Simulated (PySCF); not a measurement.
## Mo²⁺ (molybdenum, charge +2) across methods

[Kr] 4d3 5s1, high-spin 5F determinant (an excited configuration). Computed with PySCF 2.14 in aug-cc-pVDZ-PP with ECP28MDF (5s5p4d2f, 54 functions), with a scalar-relativistic core potential.

```
method  E (hartree)  mean ε 4p β (eV)  mean ε 4d α (eV)  mean ε 5s α (eV)  Σ⟨r²⟩ (bohr²)   ⟨S²⟩
PBEsol     -66.7533           -59.007           -24.924           -19.962          32.24  6.000
 B3LYP     -66.8897           -61.074           -26.313           -20.478          32.20  6.001
   LDA     -66.6844           -59.083           -24.931           -20.213          32.32  6.000
  PBE0     -66.8627           -61.463           -26.746           -20.583          32.20  6.001
   UHF    -66.40896           -67.207           -31.266           -22.182          32.62  6.003
   PBE     -66.8726           -59.111           -25.007           -19.897          32.20  6.000
r2SCAN     -66.9057           -59.937           -25.543           -20.099          32.12  6.001
  BLYP     -66.8384           -59.019           -24.766           -19.762          32.20  6.000
```

Question: Estimate the same row for HSE06.

Answer: E (hartree) = -66.8620; mean ε 4p β (eV) = -61.054; mean ε 4d α (eV) = -26.323; mean ε 5s α (eV) = -20.244; Σ⟨r²⟩ (bohr²) = 32.22; ⟨S²⟩ = 6.001.

Energies and moments cover only the electrons outside the core potential.
